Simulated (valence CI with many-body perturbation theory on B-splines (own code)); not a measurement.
**Ba³³⁺: fill in the table**

Computed by relativistic CI+MBPT: five valence electrons over a frozen Dirac-Fock core [Ar], a basis of 7 s, 7 p, 8 d, 6 f, 4 g, 1 h functions for each j, with the one-electron correlation potential Σ1 (screened to all orders), the two-electron term Σ2, the three-electron term Σ3, Breit, model QED; selected single and double excitations, second order for the rest, scaled by the run's own slope (own B-spline code, finite nucleus).

No measured spectrum was set against this ion. As an estimate, large intervals hold to a few tenths of a per cent, small ones and those within an open d or f shell to about a per cent. Only levels of the ground parity were solved; by the run's estimate the other parity begins above the list, which can be wrong where configurations are misplaced.

```
                      Level  E (cm⁻¹)
      (3d3/2^4 3d5/2) J=5/2         0
(3d3/2^3 3d5/2^2) J=5/2 [a]    102870
(3d3/2^3 3d5/2^2) J=7/2 [a]    167310
(3d3/2^3 3d5/2^2) J=3/2 [a]    172880
   (3d3/2^3 3d5/2^2) J=11/2    176370
    (3d3/2^3 3d5/2^2) J=9/2         ?
(3d3/2^3 3d5/2^2) J=5/2 [b]    202420
    (3d3/2^3 3d5/2^2) J=1/2    212040
(3d3/2^3 3d5/2^2) J=7/2 [b]         ?
(3d3/2^2 3d5/2^3) J=5/2 [a]    263320
(3d3/2^2 3d5/2^3) J=7/2 [a]    291920
(3d3/2^3 3d5/2^2) J=3/2 [b]         ?
   (3d3/2^2 3d5/2^3) J=11/2    297760
(3d3/2^2 3d5/2^3) J=9/2 [a]    312090
(3d3/2^2 3d5/2^3) J=1/2 [a]    317700
   (3d3/2^2 3d5/2^3) J=13/2         ?
(3d3/2^2 3d5/2^3) J=3/2 [a]    327240
(3d3/2^2 3d5/2^3) J=5/2 [b]    342040
(3d3/2^2 3d5/2^3) J=9/2 [b]         ?
(3d3/2^2 3d5/2^3) J=7/2 [b]         ?
```

Levels are named by their leading jj configuration (3d3/2^4 stands for four electrons in 3d with j = 3/2), which in mixed levels can hold well under half, so a name can repeat and another be missing. Letters in brackets count levels of one name in rising energy.

Question: The levels stand in rising order. What does the calculation give for the missing energies?

Answer: (3d3/2^3 3d5/2^2) J=9/2 196170; (3d3/2^3 3d5/2^2) J=7/2 [b] 242630; (3d3/2^3 3d5/2^2) J=3/2 [b] 293440; (3d3/2^2 3d5/2^3) J=13/2 325720; (3d3/2^2 3d5/2^3) J=9/2 [b] 371130; (3d3/2^2 3d5/2^3) J=7/2 [b] 384590.
